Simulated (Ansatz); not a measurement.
SnMe2 (C₂H₆Sn), relaxed as a singlet with RKS PBE0-D4/def2-TZVP in Ansatz, starting from the GFN2-xTB geometry. Force threshold 0.02 eV/Å.

In the def2 sets Sn takes a core potential; there is no spin–orbit coupling.

Start:

| atom | x (Å) | y (Å) | z (Å) |
| --- | --- | --- | --- |
| C1 | 1.521 | -0.170 | 0.607 |
| C2 | -1.507 | 0.190 | -0.637 |
| Sn3 | 0.583 | 0.876 | -1.165 |
| H4 | 1.347 | -1.245 | 0.553 |
| H5 | 1.077 | 0.178 | 1.539 |
| H6 | 2.597 | -0.018 | 0.684 |
| H7 | -1.804 | 0.591 | 0.333 |
| H8 | -1.549 | -0.896 | -0.557 |
| H9 | -2.266 | 0.494 | -1.359 |

**Question.** Estimate the energy that the relaxation releases and the steps that it takes.

**Answer.** 1.6 kcal/mol, in 5 steps; 20 s on 2 threads of Intel Xeon Platinum 8259CL on a shared host. No frequencies were taken in this run, so the end may be a saddle point.

**Question.** Does the start keep its bonding and symmetry?

**Answer.** By distances, no bond broke or formed. The bond that changes most is C2–Sn3, from 2.26 to 2.19 Å (atoms count from 1). Point group C2 at the start, C2 at the end, both within 0.05 Å.

**Question.** Predict the relaxed structure.

**Answer.** 
Cartesian coordinates in Å:
```
C 1.468 -0.161 0.585
C -1.453 0.182 -0.616
Sn 0.568 0.849 -1.137
H 1.269 -1.235 0.517
H 0.996 0.196 1.507
H 2.545 -0.004 0.652
H -1.719 0.583 0.368
H -1.471 -0.909 -0.535
H -2.203 0.500 -1.341
```
Bond lengths: 2 × C–Sn 2.19 Å; 6 × C–H 1.09 to 1.10 Å.
